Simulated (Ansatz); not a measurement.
Reaction (formal exchange of groups at the Si–Si bond): `F[SiH2][SiH2]S` + `BF` → `FB[SiH2]S` + `F[SiH3]`

Isolated molecules relaxed with PBE0-D4/def2-TZVP in Ansatz; ΔE leaves out vibrations. CBS: MP2 limit from def2 TZ/QZ plus the TZ coupled-cluster correction, frozen cores. This one scheme is used for every species. DFT in def2-TZVPP. B3LYP here is the variant with VWN-RPA as its local correlation; programs differ in this. One conformer a species, not always the lowest.

`F[SiH2][SiH2]S`:

Z-matrix (Å, degrees):
```
Si
Si 1 2.343
F 1 1.610 2 107.0
H 1 1.485 2 111.1 3 117.5
H 1 1.487 2 113.4 3 -118.6
S 2 2.142 1 108.2 3 -50.6
H 2 1.486 1 110.7 3 -165.8
H 2 1.488 1 111.4 3 73.1
H 6 1.344 2 94.3 1 49.6
```

`BF`:

Z-matrix (Å, degrees):
```
B
F 1 1.317
H 1 1.197 2 117.8
H 1 1.198 2 117.8 3 -180.0
```

`FB[SiH2]S`:

Cartesian coordinates in Å:
```
F -0.990 -1.156 1.650
B 0.151 -0.657 1.204
Si 0.130 0.811 -0.197
S 0.183 -0.251 -2.070
H 1.158 -1.181 1.598
H -1.041 1.728 -0.125
H 1.384 1.607 -0.200
H -0.974 -0.902 -1.860
```

`F[SiH3]`:

Z-matrix (Å, degrees):
```
Si
F 1 1.600
H 1 1.482 2 108.3
H 1 1.482 2 108.3 3 -120.0
H 1 1.482 2 108.3 3 120.0
```

Task: Is it downhill or uphill in electronic energy at CCSD(T)/CBS, and by how much? (An estimate is asked.)

Result: The calculation gave: Uphill: ΔE = +4.8 kcal/mol.

Task: What do these levels give: B97M-V, B3LYP-D4, ωB97X-V, LC-ωPBE, MP2/def2-TZVPP, CCSD(T)/def2-TZVPP? (Best estimate.)

Result: Ansatz gave: B97M-V 4.9, B3LYP-D4 5.1, ωB97X-V 4.9, LC-ωPBE 4.9, MP2/def2-TZVPP 4.7, CCSD(T)/def2-TZVPP 4.4 kcal/mol.

Task: What do rigid-rotor, harmonic-oscillator terms from PBE0-D4/def2-TZVP frequencies (298.15 K, 1 bar) make of the CCSD(T)/CBS value? (An estimate is asked.)

Result: Computed: ΔZPE = -0.2 kcal/mol, ΔH = +4.4 kcal/mol, ΔS = -1 J/(mol·K), ΔG = +4.4 kcal/mol. Modes under 50 cm⁻¹ make the entropy rough.

Largest T1 diagnostic among the species: 0.014.

Leaving LDA and LC-ωPBE aside and taking each functional with its dispersion term where it has one, the values, not all of them listed here, spread over 1.2 kcal/mol, from B2PLYP to PBE0-D4. The D4 term adds +1.0 kcal/mol with B3LYP and +0.6 kcal/mol with PBE0; it sums over pairs of atoms, weighted by their polarisabilities, and B3LYP, whose exchange is more repulsive, gets the larger term. At CCSD(T), def2-SVP lies −0.8 kcal/mol from the extrapolated value and def2-TZVPP −0.4 kcal/mol.
